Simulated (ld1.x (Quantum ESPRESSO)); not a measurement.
**Co (Z = 27), TM: configuration errors across variants**

ld1.x (Quantum ESPRESSO) 7.5 input, shortened:

```
&input
   title='Co', zed=27., rel=1, dft='PBESOL', iswitch=3,
   config='[Ar] 3d7 4s0.5 4p0'
 /
 &inputp
   pseudotype=2, tm=.true., lloc=0,
   nlcc=.false.
 /
3
3P  2  1   6.00   0.00  1.00  1.00  0.0
3D  3  2   7.00   0.00  0.80  0.80  0.0
4S  1  0   0.50   0.00  1.80  1.80  0.0
 &test
   configts(1)='3p6 3d7 4s0.5 4p0'
 /
```

All-electron excitation energies from the reference (eV): (1) 3p6 3d7 4s2 4p0 -16.397; (2) 3p6 3d7 4s1 4p0 -7.351; (3) 3p6 3d7 4s0 4p0 9.346; (4) 3p6 3d5 4s0 4p0 100.496; (5) 3p6 3d7.5 4s1.5 4p0 -17.362; (6) 3p6 3d6 4s0 4p0 45.183; (7) 3p6 3d6 4s2 4p1 -6.706.

Errors AE − PS in meV (a dash: test not solved or not reliable):

| change | (1) | (2) | (3) | (4) | (5) | (6) | (7) | bound ghosts |
| --- | --- | --- | --- | --- | --- | --- | --- | --- |
| base | -10 | -1.3 | -3.6 | -1500 | -22 | -319 | -1353 | none |
| wave 3p (bound): rc 1.00 bohr becomes 3p (bound): rc 0.76 bohr | -10 | -1.3 | -3.6 | -1505 | -22 | -320 | -1355 | none |
| wave 3p (bound): rc 1.00 bohr becomes 3p (bound): rc 0.84 bohr | -10 | -1.3 | -3.6 | -1504 | -22 | -320 | -1355 | none |
| wave 3p (bound): rc 1.00 bohr becomes 3p (bound): rc 0.98 bohr | -10 | -1.3 | -3.6 | -1500 | -22 | -320 | -1354 | none |
| wave 3p (bound): rc 1.00 bohr becomes 3p (bound): rc 1.10 bohr | -10 | -1.3 | -3.6 | -1497 | -22 | -319 | -1353 | none |
| wave 3p (bound): rc 1.00 bohr becomes 3p (bound): rc 1.16 bohr | -10 | -1.3 | -3.6 | -1496 | -22 | -319 | -1352 | none |
| wave 3p (bound): rc 1.00 bohr becomes 3p (bound): rc 1.30 bohr | -10 | -1.3 | -3.6 | -1498 | -22 | -319 | -1353 | none |
| wave 3p (bound): rc 1.00 bohr becomes 3p (bound): rc 1.42 bohr | -10 | -1.3 | -3.6 | -1505 | -22 | -320 | -1355 | none |
| wave 3p (bound): rc 1.00 bohr becomes 3p (bound): rc 1.48 bohr | -10 | -1.3 | -3.6 | -1511 | -22 | -321 | -1358 | none |

(1) Give the same row for: wave 3p (bound): rc 1.00 bohr becomes 3p (bound): rc 0.66 bohr.

Results:

(1) -10, -1.3, -3.6, -1504, -22, -320, -1355; bound ghosts: none.
